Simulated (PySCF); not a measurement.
Electron correlation in Cl (chlorine, neutral)

[Ne] 3s2 3p5, 2P determinant. All numbers are calculated (PySCF 2.14, scalar relativity by spin-free X2C-1e, in cc-pVTZ-DK (5s4p2d1f, 34 functions)). Frozen: [Ne]; 7 electrons correlated.

MP2 pair energies summed by pair of shells (mhartree):

| pair | energy | share (%) |
| --- | --- | --- |
| 3p-3p | -97.24 | 61.5 |
| 3s-3p | -51.48 | 32.6 |
| 3s-3s | -9.33 | 5.9 |

Total MP2 correlation energy: -158.05 mhartree.

Same-spin part -36.56 and opposite-spin part -121.50 mhartree; SCS-MP2 scales them by 1/3 and 6/5 to -157.98 mhartree.

```csv
level,correlation energy (mhartree)
CCSD,-180.89
(T),-5.52
CCSD(T),-186.41
```

Diagnostics: T1 = 0.0070, D1 = 0.0228, largest double amplitude 0.052.

Cost of the coupled-cluster step: 0.66 s of wall time on 1 thread of Intel(R) Xeon(R) Platinum 8259CL CPU @ 2.50GHz (shared host), for 7 correlated electrons.
